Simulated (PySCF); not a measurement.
# PbI from Hartree–Fock to correlated methods

State: ²Π (doublet), unpaired electrons π ↑. Set-up: PySCF, scalar-relativistic core potentials, basis sets Pb def2-SVP with ECP60, I def2-SVP with ECP28. De refers to Pb + I in their high-spin ground configurations, without counterpoise correction. The functionals are run spin-unrestricted. A positive dipole means Pb(−)I(+).

```json
{"Level": "UHF", "Re (Å)": "2.873", "ωe (cm⁻¹)": "158", "De (eV)": "1.71", "μ (D)": "-4.55"}
{"Level": "UHF-MP2", "Re (Å)": "2.835", "ωe (cm⁻¹)": "168", "De (eV)": "2.60", "μ (D)": "n/a"}
{"Level": "UHF-SCS-MP2", "Re (Å)": "2.848", "ωe (cm⁻¹)": "165", "De (eV)": "2.50", "μ (D)": "n/a"}
{"Level": "UHF-CCSD", "Re (Å)": "2.851", "ωe (cm⁻¹)": "164", "De (eV)": "2.43", "μ (D)": "n/a"}
{"Level": "UHF-CCSD(T)", "Re (Å)": "2.852", "ωe (cm⁻¹)": "164", "De (eV)": "2.52", "μ (D)": "n/a"}
{"Level": "PBE", "Re (Å)": "2.843", "ωe (cm⁻¹)": "161", "De (eV)": "3.13", "μ (D)": "-2.99"}
{"Level": "PW91", "Re (Å)": "2.841", "ωe (cm⁻¹)": "162", "De (eV)": "3.16", "μ (D)": "-2.95"}
{"Level": "BP86", "Re (Å)": "2.846", "ωe (cm⁻¹)": "161", "De (eV)": "3.10", "μ (D)": "-2.99"}
{"Level": "r²SCAN", "Re (Å)": "2.830", "ωe (cm⁻¹)": "166", "De (eV)": "3.01", "μ (D)": "-3.28"}
{"Level": "PBE0", "Re (Å)": "2.823", "ωe (cm⁻¹)": "167", "De (eV)": "2.95", "μ (D)": "-3.39"}
{"Level": "r²SCAN0", "Re (Å)": "2.816", "ωe (cm⁻¹)": "169", "De (eV)": "2.86", "μ (D)": "-3.50"}
{"Level": "LC-ωPBE", "Re (Å)": "2.798", "ωe (cm⁻¹)": "172", "De (eV)": "2.64", "μ (D)": "-3.83"}
```

(1) Which functional lies closest to UHF-CCSD(T) in De, which farthest, and by how much do they differ from it?

(2) What does a quarter of exact exchange do here, going from PBE to PBE0?

(3) What does the step from GGA to meta-GGA do here, going from PBE to r²SCAN?

Correlated steps freeze 8 core orbitals. Correlated levels converge slowly with the basis: in double zeta they bind strong bonds too weakly, by up to about 1 eV, and carry superposition errors of some tenths. Spin–orbit coupling is left out, which matters for elements this heavy, above all for dissociation energies. The state was picked by a PBE0 search and need not be the measured ground state.

The whole job (state search and all levels along the bond) took about 3.1 min on 1 thread of Intel Xeon Platinum 8488C (shared host), peak memory 0.6 GiB.

Answers

(1) Closest is LC-ωPBE (-5.4 pm in Re, +4.9 % in ωe, +0.12 eV in De against UHF-CCSD(T) in the same basis), farthest PW91 (-1.1 pm in Re, -1.2 % in ωe, +0.64 eV in De). CCSD(T) converges more slowly with the basis than the functionals do and binds too weakly in this one, so the order can change at the basis-set limit.

(2) PBE0 less PBE: -2.0 pm in Re, +3.7 % in ωe, -0.18 eV in De. Exact exchange removes part of the self-interaction that spreads semilocal densities, and in most molecules shortens and stiffens the bond and lowers De; so it does here.

(3) r²SCAN less PBE: -1.3 pm in Re, +3.1 % in ωe, -0.12 eV in De.
